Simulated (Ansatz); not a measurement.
Basis-set extrapolation for `OC(Cl)[SiH2]S` (PBE0-D4/def2-TZVP geometry, frozen core, Ansatz). Multiplicity 1, RHF reference.

```
                       def2-TZVPP    def2-QZVPP
                 HF  -1261.710956  -1261.749129
    MP2 correlation     -0.904437     -0.980656
CCSD(T) correlation     -1.001483       not run
```

Energies in hartree. Use E(X) = E(∞) + A·exp(−7.88·√X) for Hartree–Fock and E(X) = E(∞) + B·X^(−2.97) for correlation, with X = 3 and 4, and add CCSD(T) minus MP2 of the smaller set to the MP2 limit.

**Question.** What is the CCSD(T) energy at the basis-set limit?

**Answer.** HF limit: -1261.749129 + (-0.038173) × 0.13774 = -1261.75439. MP2 limit: -0.980656 + (-0.076219) × 0.74074 = -1.03711. Higher-order term: -1.001483 − (-0.904437) = -0.09705. Total: -1262.88855 hartree, 4.79 eV below CCSD(T)/def2-TZVPP.
